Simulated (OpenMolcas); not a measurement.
Pd3+: moving or changing the point charges

Pd3+ among 6 point charges of -1.7 e arranged as a tetragonal octahedron (D4h), 2.03 Å from the ion, with the axial distance 2.375 Å.
```
   2.0300    0.0000    0.0000  -1.70
   0.0000    2.0300    0.0000  -1.70
  -2.0300    0.0000    0.0000  -1.70
   0.0000   -2.0300    0.0000  -1.70
   0.0000    0.0000    2.3751  -1.70
   0.0000    0.0000   -2.3751  -1.70
```

* Program: OpenMolcas 26.06
* Method: SS-CASPT2, IPEA 0.25 Eh, imaginary shift 0.1 Eh (closed shells correlated: 4s 4p)
* Basis: ANO-RCC-VDZP [6s5p3d1f]
* Scalar Hamiltonian: DKH2, point nucleus
* Active space: 7 electrons in 5 orbitals (4d)
* State averaging: 2S+1 = 4 even, 10 roots; 2S+1 = 2 even, 40 roots
* Spin-orbit coupling: state interaction with AMFI integrals over the reference wave functions

Runs around this geometry, states (labels of D4, the rotations of D4h). Energies in cm-1 above the lowest state or level, χT in cm3 K/mol.

| R (Å) | q (e) | Axial / equatorial distance | Ground state | First state of that spin | First gap with spin-orbit (degeneracies) | χT at 300 K | First state of another spin |
| --- | --- | --- | --- | --- | --- | --- | --- |
| 2.03 | -1.36 | 1.17 | 4A2 | 4E 1110 | 600 (2, 2) | 3.956 | 2A1 13300 |
| 1.91 | -1.7 | 1.17 | 4A2 | 4E 2010 | 680 (2, 2) | 3.555 | 2A1 10490 |
| 2.03 | -1.7 | 1.17 | 4A2 | 4E 1600 | 650 (2, 2) | 3.772 | 2A1 12350 |
| 2.15 | -1.7 | 1.17 | 4A2 | 4E 1340 | 600 (2, 2) | 3.978 | 2A1 13450 |
| 2.03 | -1.7 | 1.26 | 4A2 | 4E 2260 | 630 (2, 2) | 3.757 | 2A1 12380 |

Taking the first state of the same spin as R^-n, n = -ln(1340 / 2010) / ln(2.15 / 1.91) = 3.4 between the shortest and longest distance.

Scaling the charges by -1.36 / -1.7 = 0.80 scales the first state of the same spin by 1110 / 1600 = 0.69; with fixed orbitals a first-order splitting would follow the charge.

This shell can be high or low spin here, a state of another spin lies low, and with metal d orbitals alone active their balance is uncertain, so the ground spin may be wrong. Point charges give a weaker field than real ligands, and real ions of this kind are as a rule low spin; the high spin found here belongs to the model. Free-ion shares, where given, are those of the reference states; single-state CASPT2 does not remix them. Spin-orbit coupling mixes the spin-free states strongly: the lowest level takes only 60 % from its leading state, 4A2 (figures for R = 2.03, q = -1.36, ratio = 1.17; the like holds for R = 2.03, q = -1.7, ratio = 1.17, R = 2.15, q = -1.7, ratio = 1.17). This is an electrostatic model: the charges have no orbitals. No measured value stands beside these numbers.
